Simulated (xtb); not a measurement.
CH8ClNSi2, SMILES Cl[SiH2]N[SiH2]C. All values are semi-empirical tight-binding results from xtb (GFN2-xTB unless named), good for trends rather than for accurate numbers. The structure is a stationary point at GFN2-xTB. This is a generated structure with no PubChem entry under its InChIKey; it may be hypothetical. The values are those of a single conformer.

Optimised geometry:

```xyz
13

Si     1.2320     0.0477    -0.7971
Cl     1.4176     1.2856     0.7765
N      0.0754    -1.1776    -0.4331
Si    -1.4917    -1.0816     0.3290
C     -2.2871     0.5681    -0.1442
H      0.7957     0.8658    -1.9264
H      2.5072    -0.6186    -1.0367
H      0.3676    -2.1135    -0.6570
H     -1.3425    -1.1834     1.7868
H     -2.2402    -2.2302    -0.1944
H     -3.2840     0.6557     0.2768
H     -1.6996     1.4039     0.2243
H     -2.3724     0.6740    -1.2221
```

```
Quantity                                         Value
---------------------------------------  -------------
orbital gap                                    5.35 eV
dipole moment                                   2.29 D
zero-point energy                        54.2 kcal/mol
G − E(el) at 298.15 K (modified RRHO)    32.6 kcal/mol
static polarisability (D4 model)            93.2 bohr³
solvation energy, GFN2-xTB/ALPB(water)   -0.7 kcal/mol
solvation energy, GFN2-xTB/ALPB(ch2cl2)  -4.0 kcal/mol
```

Q: Give the atomic charges and the Wiberg bond orders between heavy atoms. (Estimate from the structure and the level; the computed values follow.)

A: charges (e) Si1 0.52, Cl2 -0.26, N3 -0.44, Si4 0.50, C5 -0.20, H6 -0.08, H7 -0.09, H8 0.15, H9 -0.09, H10 -0.10, H11 0.02, H12 0.03, H13 0.03. Bond orders Si1–Cl2 1.08, Si1–N3 1.10, N3–Si4 1.01, Si4–C5 0.91.
